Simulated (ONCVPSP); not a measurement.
**technetium (Tc): excitation energies, all-electron against ONCV**

| Item | Value |
| --- | --- |
| Element | Tc |
| Generator | ONCVPSP 4.0.1 |
| Type | optimised norm-conserving Vanderbilt (ONCV) |
| Functional | PBEsol |
| Relativity | scalar-relativistic |
| Frozen core | [Ar] 3d10 |
| Valence charge | 15 |
| Reference configuration | 4s2 4p6 4d5 5s2 |
| Partial waves | 4s+5s: rc 1.50 bohr, ncon 5, nbas 8, qcut 8.3 1/bohr, 2 projectors; 4p: rc 1.60 bohr, ncon 3, nbas 6, qcut 9.7 1/bohr, 3 projectors, debl 1.8 Ha; 4d: rc 1.75 bohr, ncon 4, nbas 8, qcut 9.7 1/bohr, 1 projector |
| Local potential | polynomial inside 1.00 bohr (lpopt 5, dvloc0 4 Ha) |
| Core correction | Teter function, fcfact 2.75, rcfact 1.2 |

Energies are relative to the spin-unpolarised reference configuration 4s2 4p6 4d5 5s2; without spin polarisation the order of configurations can differ from experiment.

```csv
valence configuration,charge,ΔE all-electron (eV),error AE − PS (meV)
4s2 4p6 4d5 5s1,+1,8.196,-1.3
4s2 4p6 4d5 5s0,+2,23.037,-4.0
```

**Question.** What are ΔE and the potential's error for 4s2 4p5 4d5 5s2?

**Answer.** ΔE = 51.458 eV all-electron; the error (AE − PS) is -33 meV.

**Question.** What are ΔE and the potential's error for 4s2 4p6 4d4 5s0?

**Answer.** ΔE = 51.728 eV all-electron; the error (AE − PS) is -1.5 meV.

Levels in the configuration 4s2 4p6 4d4 5s0:

| level | all-electron (eV) | pseudo (eV) |
| --- | --- | --- |
| 4s | -103.589 | -103.575 |
| 4p | -75.324 | -75.315 |
| 4d | -35.133 | -35.125 |
